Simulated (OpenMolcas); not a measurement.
Pt6+ (d4) among equal point charges was computed by CASSCF with the d shell active (OpenMolcas, ANO-RCC-VDZP on the metal). Its lowest spin-free states, and all those of the highest spin:

```csv
2S+1,Degeneracy,E (cm-1)
5,1,0.0
5,1,6298
5,1,13376
5,2,13652
3,2,22161
3,1,22688
3,1,23064
3,1,24941
3,2,26254
3,1,27375
3,1,28190
3,2,28325
```

**Question.** Is the site octahedral, tetrahedral or cube-like, axial, or of lower symmetry?

**Answer.** The states with 2S+1 = 5 have orbital degeneracies 1, 1, 1, 2. There are pairs but no triples, so the site is axial: not cubic, but with a proper or improper axis of order three or more. The run had Pt6+ among 5 point charges of -2 e arranged as a square pyramid (C4v), 1.98 Å from the ion, with the axial distance 2.079 Å.

Spin-orbit coupling mixes the spin-free states strongly: the lowest level takes only 34 % from its leading state, 2S+1 = 5. Without dynamic correlation the repulsion within the d shell is too large (B by tens of per cent), so at a given field states of lower spin stand too high. Point charges give a weaker field than real ligands, and real ions of this kind are as a rule low spin; the high spin found here belongs to the model. Point charges carry no covalency, so the field is a model and not that of real ligands. An unlabelled pair can be two single states that coincide in this model. No measured value stands beside these numbers.
